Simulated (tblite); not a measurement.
C5H11AsO2Si.
SMILES with atom numbers: `[CH3:1][O:2][C:3](=[O:4])[Si@@H:5]1[CH2:6][CH2:7][CH2:8][AsH:9]1` (hydrogens: H10, H11, H12 on C1; H13 on Si5; H14, H15 on C6; H16, H17 on C7; H18, H19 on C8; H20 on As9)

Computed with GFN2-xTB (tblite), gas phase: L-BFGS steps from a force-field or distance-geometry start until the largest atomic force falls under 0.01 eV/Å.

Geometry at step 0:
```
atom  x, y, z in Å
C1      3.4429   -0.2864    0.9462
O2      2.0594   -0.3171    0.5580
C3      1.6629   -0.3132   -0.7637
O4      2.4928   -0.2446   -1.7133
Si5    -0.1428   -0.3465   -1.1509
C6     -0.9690    1.2134   -0.5736
C7     -2.2716    0.8209    0.1092
C8     -2.0477   -0.3461    1.0866
As9    -1.2179   -1.8912    0.1542
H10     3.9632   -1.1677    0.5397
H11     3.9038    0.6473    0.5704
H12     3.5029   -0.3066    2.0555
H13    -0.3993   -0.5932   -2.5749
H14    -1.1550    1.8916   -1.4305
H15    -0.3019    1.7322    0.1602
H16    -2.6812    1.6916    0.6802
H17    -3.0190    0.5261   -0.6524
H18    -3.0279   -0.6740    1.5130
H19    -1.3882   -0.0272    1.9176
H20    -2.4116   -1.9987   -0.8449
```

**Question.** Give the atomic forces at this geometry.

**Answer.** 
| atom | Fx (eV/Å) | Fy (eV/Å) | Fz (eV/Å) |
| --- | --- | --- | --- |
| C1 | -0.094 | 0.146 | -0.212 |
| O2 | -0.579 | -0.139 | -0.895 |
| C3 | 4.450 | 0.512 | -1.394 |
| O4 | -2.099 | -0.302 | 2.865 |
| Si5 | -0.621 | -1.054 | -0.556 |
| C6 | -0.021 | 1.317 | 0.345 |
| C7 | -0.377 | 0.345 | 0.519 |
| C8 | -0.498 | 0.169 | 0.091 |
| As9 | -0.590 | -0.480 | 0.171 |
| H10 | -0.112 | 0.349 | 0.021 |
| H11 | -0.105 | -0.481 | 0.083 |
| H12 | -0.336 | 0.015 | -0.733 |
| H13 | 0.249 | 0.141 | -0.129 |
| H14 | 0.047 | -0.130 | 0.619 |
| H15 | -0.553 | -0.170 | -0.525 |
| H16 | 0.144 | -0.522 | -0.450 |
| H17 | 0.294 | 0.105 | 0.297 |
| H18 | 0.639 | 0.300 | -0.089 |
| H19 | -0.318 | -0.146 | -0.305 |
| H20 | 0.480 | 0.025 | 0.278 |

The largest, 4.69 eV/Å, acts on C3; the rms over all components is 0.865 eV/Å. The forces sum to zero within rounding, as they must for an isolated molecule in no field.

**Question.** Give the force on C3 in Eh/bohr and in nN.

**Answer.** 4.691 eV/Å ÷ 51.422 = 0.09123 Eh/bohr, and 4.691 eV/Å × 1.602 = 7.52 nN.

**Question.** How far is this geometry from the end of the optimisation?

**Answer.** 0.504 eV above it, and 0.292 Å rms away after alignment. The bonds farthest from their final lengths, with half the difference of the two atoms' forces along the bond (positive lengthens):

```tsv
bond	now (Å)	final (Å)	force along bond (eV/Å)
C3–Si5	1.847	1.916	+2.41
Si5–C6	1.857	1.919	+1.00
C3=O4	1.263	1.203	-3.77
As9–H20	1.560	1.513	-0.46
O2–C3	1.380	1.345	-0.48
Si5–As9	2.290	2.325	+0.01
```

The angle farthest from its final value is As9–Si5–H13, 110.9° against 124.2°.

Of the 6 listed bonds off by 0.010 Å or more, this force points towards the final length in 6.

The cost below is that of the whole relaxation. Time: 0.81 s of wall time. Hardware: one thread, Arm Neoverse V2 (aarch64), shared host with 96 logical CPUs at a one-minute load of 36.
